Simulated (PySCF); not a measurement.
C5H6O. Atoms are numbered in the order given.

```xyz
12

C      1.1205     2.0019     0.0000
C      0.3096     1.0987     0.0000
C     -0.6471     0.0273     0.0000
C     -1.9738     0.2618     0.0000
O     -0.1937    -1.2579     0.0000
C      1.1988    -1.5034     0.0000
H      1.8309     2.8070     0.0000
H     -2.3511     1.2829     0.0000
H     -2.6746    -0.5749     0.0000
H      1.3165    -2.5953     0.0000
H      1.6900    -1.0870     0.8959
H      1.6900    -1.0870    -0.8959
```

Geometry optimised at B3LYP-D3(BJ)/def2-SVP. The values are those of a single conformer.

Method: PBE/def2-TZVP (PySCF).

The molecule is in vacuum.

Computed frontier levels, gap, dipole moment and polarisability:
```json
{
  "highest_occupied_level": "-5.35 eV",
  "lowest_empty_level": "-1.66 eV",
  "orbital_gap": "3.69 eV",
  "dipole_moment": "0.308 e·Å",
  "quadrupole, principal values (traceless, Buckingham form, about the centre of nuclear charge)": "-6.23, 2.54, 3.69 D·Å",
  "mean_static_polarisability": "67.0 bohr³ (9.93 Å³)",
  "polarisability_principal_values": "41.9, 68.0, 91.1 bohr³"
}
```
